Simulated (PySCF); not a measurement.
Species: C9H8.
SMILES with atom numbers: `[CH:1]#[C:2]/[CH:3]=[C:4](\[C:5]#[CH:6])[C:7](=[CH2:8])[CH3:9]` (hydrogens: H10 on C1; H11 on C3; H12 on C6; H13, H14 on C8; H15, H16, H17 on C9)

Torsions of this conformer, `[CH:1]#[C:2]/[CH:3]=[C:4](\[C:5]#[CH:6])[C:7](=[CH2:8])[CH3:9]`: C3–C4–C7–C8 180°.

The closed-shell ground state was solved at several levels (PySCF, density fitting, gas phase, non-relativistic). The structure is a single PBE0-D3(BJ)/def2-SVP conformer in the gas phase; no vibrational or solvent corrections.

```csv
level,basis functions,HOMO (eV),LUMO (eV),gap (eV),dipole (D)
CAM-B3LYP/def2-SVPD,244,-7.64,-0.91,6.73,0.59
B3LYP/pcJ-1,323,-6.28,-2.06,4.22,0.58
PBE/pcSseg-1,193,-5.57,-2.69,2.88,0.61
```

(1) Estimate the row for PBE0/pcSseg-1, a basis of 193 functions; the other rows only guide the guess.

(2) Over all these levels, which gives the widest orbital gap and which the narrowest?

(3) How far do the dipole and the HOMO energy spread over the levels?

Answers

(1) HOMO -6.49 eV, LUMO -1.92 eV, gap 4.57 eV, dipole 0.60 D.

(2) CAM-B3LYP/def2-SVPD (range-separated hybrid) has the widest, 6.73 eV, and PBE/pcSseg-1 (GGA) the narrowest, 2.88 eV. Functional and basis both differ between the two, so the spread mixes both effects.

(3) The dipole runs from 0.58 to 0.61 D (mean 0.60 D) and the HOMO from -7.64 to -5.57 eV.
